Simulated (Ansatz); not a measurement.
Total energies of GaCl2Br (GaBrCl₂) from Ansatz at PBE-D4/def2-TZVP, gas phase (1 Eh = 27.2114 eV = 2625.5 kJ/mol). The reference geometry is relaxed at B3LYP-D4/def2-SVP.

Cartesian coordinates in Å:
```
Ga -0.019 -0.015 -0.007
Cl 0.192 -2.142 0.052
Cl -1.880 0.820 -0.648
Br 1.707 1.336 0.603
```

```json
{"state": "charge 0 singlet", "geometry": "reference", "energy (Eh)": "-5418.56051"}
{"state": "charge 1 doublet", "geometry": "reference", "energy (Eh)": "-5418.17268"}
{"state": "free Ga atom (doublet)", "geometry": "–", "energy (Eh)": "-1924.51515"}
{"state": "free Cl atom (doublet)", "geometry": "–", "energy (Eh)": "-459.95840"}
{"state": "free Br atom (doublet)", "geometry": "–", "energy (Eh)": "-2573.72072"}
```

(1) Work out the vertical ionisation energy to the doublet.

(2) What is the binding energy per atom against free atoms?

(1) E(charge 1 doublet) − E(charge 0 singlet) = -5418.17268 − (-5418.56051) = 0.38783 Eh = 10.55 eV. For comparison, −ε of the highest occupied level is 7.69 eV at this level, 2.86 eV less.

(2) Atoms: 1 × (-1924.51515) + 2 × (-459.95840) + 1 × (-2573.72072) = -5418.15267 Eh. Binding: -5418.15267 − (-5418.56051) = 0.40784 Eh = 11.10 eV, or 2.77 eV for each of 4 atoms (no zero-point energy, no counterpoise term).
